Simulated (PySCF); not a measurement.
Isomers of CH8F3PSi3, one GFN2-xTB conformer each. Single-point energies are computed at PBE0/pcSseg-1 (PySCF, gas phase, no added dispersion term), electronic only.

Problem. Rank them by PBE0/pcSseg-1 energy, lowest first (kcal/mol).
A. `[F:1][C:2]([F:3])([F:4])[SiH2:5][SiH2:6][PH:7][SiH3:8]` with C2–Si5–Si6–P7 -177°, Si5–Si6–P7–Si8 79°
B. `[F:1][C:2]([F:3])([F:4])[SiH2:5][P:6]([SiH3:7])[SiH3:8]` with C2–Si5–P6–Si7 -54°
C. `[F:1][Si:2]([F:3])([F:4])[Si@@H:5]([PH2:6])[CH2:7][SiH3:8]` with Si2–Si5–P6–H -48° and 44°, Si2–Si5–C7–Si8 64°

Solution. C (0.0), B (113.2), A (121.5).

As drawn, the lowest has an Si–F bond, which the highest lacks; the highest has two fluorines on one carbon, which the lowest lacks. GFN2-xTB itself gives, in the same order: 0.0, 94.5, 107.2. Both levels put the same isomer lowest; measured from each level's own lowest isomer, the values differ by up to 18.7 kcal/mol (FC(F)(F)[SiH2]P([SiH3])[SiH3]: 94.5 against 113.2).

Problem. Which frontier levels, dipoles and rotational constants go with these structures?

Solution. 
```json
{"SMILES": "F[Si](F)(F)[Si@@H](P)C[SiH3]", "HOMO (eV, PBE0/pcSseg-1)": "-8.01", "LUMO (eV)": "-1.06", "dipole (D)": "2.85", "A, B, C (MHz)": "892.0, 792.6, 480.8"}
{"SMILES": "FC(F)(F)[SiH2]P([SiH3])[SiH3]", "HOMO (eV, PBE0/pcSseg-1)": "-7.40", "LUMO (eV)": "-0.53", "dipole (D)": "1.40", "A, B, C (MHz)": "1287, 679.8, 596.2"}
{"SMILES": "FC(F)(F)[SiH2][SiH2]P[SiH3]", "HOMO (eV, PBE0/pcSseg-1)": "-7.58", "LUMO (eV)": "-1.03", "dipole (D)": "2.72", "A, B, C (MHz)": "2083, 390.8, 370.8"}
```
